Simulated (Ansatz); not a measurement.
Reaction (redistribution): `F[SiH](S)[GeH3]` + `[CH3][Zr]([F])([F])[F]` → `C[SiH](F)[GeH3]` + `[F][Zr]([F])([F])[SH]`

Calculated with Ansatz (gas phase, PBE0-D4/def2-TZVP geometries, no zero-point term in ΔE). CCSD(T)/CBS adds triple-zeta CCSD(T) − MP2 to the extrapolated MP2 energy (def2 sets, frozen cores). DFT in def2-TZVPP. Elements past krypton have def2 core potentials. For Ge, Zr outer-core shells are correlated without core-valence functions, which leaves a few kJ/mol of doubt a bond. Scalar relativity is left out up to krypton. One conformer a species, not always the lowest.

| level | ΔE (eV) |
| --- | --- |
| PBE0-D4 | -0.69 |
| PBE | -0.68 |
| r2SCAN | -0.72 |
| MP2/def2-TZVPP | -0.73 |

Question: What does CCSD(T)/CBS give? (Estimate.)

Answer: The calculation gave: -0.68 eV. The listed levels differ from it by -0.01, 0.00, -0.04, -0.05 eV.

Largest T1 diagnostic among the species: 0.018.
